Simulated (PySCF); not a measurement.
## Correlation energy of Nd⁴⁺ (neodymium, charge +4)

Starting occupation: [Xe] 4f2, 4f5/2 with m_j = +3/2, +5/2. Calculation: PySCF 2.14, in x2c-TZVPPall-2c; X2C-1e with screened-nucleus spin-orbit coupling, Gaussian nucleus. Frozen: [Ar] 3d10; 28 electrons correlated; the 18 highest virtual spinors left out.

MP2 pair energies summed by pair of shells (mhartree):

```json
{"pair": "4d-4d", "energy": "-286.62", "share (%)": "27.7"}
{"pair": "4d-5p", "energy": "-163.37", "share (%)": "15.8"}
{"pair": "5p-5p", "energy": "-127.50", "share (%)": "12.3"}
{"pair": "4d-4p", "energy": "-105.07", "share (%)": "10.2"}
{"pair": "4d-4f", "energy": "-90.69", "share (%)": "8.8"}
{"pair": "4f-5p", "energy": "-43.71", "share (%)": "4.2"}
{"pair": "4d-5s", "energy": "-38.14", "share (%)": "3.7"}
{"pair": "5p-5s", "energy": "-36.49", "share (%)": "3.5"}
{"pair": "4p-4p", "energy": "-31.25", "share (%)": "3.0"}
{"pair": "4d-4s", "energy": "-24.30", "share (%)": "2.3"}
{"pair": "4p-5p", "energy": "-20.16", "share (%)": "1.9"}
{"pair": "4f-4p", "energy": "-14.78", "share (%)": "1.4"}
{"pair": "4p-4s", "energy": "-13.15", "share (%)": "1.3"}
{"pair": "4p-5s", "energy": "-10.28", "share (%)": "1.0"}
{"pair": "4f-5s", "energy": "-8.77", "share (%)": "0.8"}
{"pair": "5s-5s", "energy": "-6.75", "share (%)": "0.7"}
{"pair": "4f-4f", "energy": "-3.35", "share (%)": "0.3"}
{"pair": "4f-4s", "energy": "-3.31", "share (%)": "0.3"}
{"pair": "4s-5p", "energy": "-3.23", "share (%)": "0.3"}
{"pair": "4s-4s", "energy": "-2.71", "share (%)": "0.3"}
{"pair": "4s-5s", "energy": "-1.38", "share (%)": "0.1"}
```

Total MP2 correlation energy: -1035.0 mhartree.

The GHF reference relaxed away from the jj start to a determinant that is no pure jj level (⟨S²⟩ = 1.97, ⟨J²⟩ = 20.78); the energies belong to that determinant.

This basis was not built for core-valence correlation, so the inner-shell part is incomplete.
